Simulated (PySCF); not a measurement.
Species: trimethylaluminum, C3H9Al.
SMILES: `[CH3][Al]([CH3])[CH3]`

The closed-shell ground state was solved at several levels (PySCF, density fitting, gas phase, non-relativistic). Isolated species at its GFN2-xTB geometry, gas phase.

| level | basis functions | total energy (Eh) | HOMO (eV) | LUMO (eV) | gap (eV) | dipole (D) |
| --- | --- | --- | --- | --- | --- | --- |
| PBE0/def2-SVPD | 156 | -361.7553 | -7.59 | -0.50 | 7.09 | 0.02 |
| PBE0/pcSseg-1 | 120 | -361.8872 | -7.60 | -0.57 | 7.03 | 0.01 |

Task: What might CAM-B3LYP/def2-SVPD (156 basis functions) give for the same quantities?

Result: Total energy -361.9463 Eh, HOMO -8.97 eV, LUMO 0.42 eV, gap 9.39 eV, dipole 0.02 D.

Task: Over all these levels, which gives the widest orbital gap and which the narrowest?

Result: CAM-B3LYP/def2-SVPD (range-separated hybrid) has the widest, 9.39 eV, and PBE0/pcSseg-1 (global hybrid, 25 % exact exchange) the narrowest, 7.03 eV. Functional and basis both differ between the two, so the spread mixes both effects.

Task: How far do the dipole and the HOMO energy spread over the levels?

Result: The dipole runs from 0.01 to 0.02 D (mean 0.02 D) and the HOMO from -8.97 to -7.59 eV.
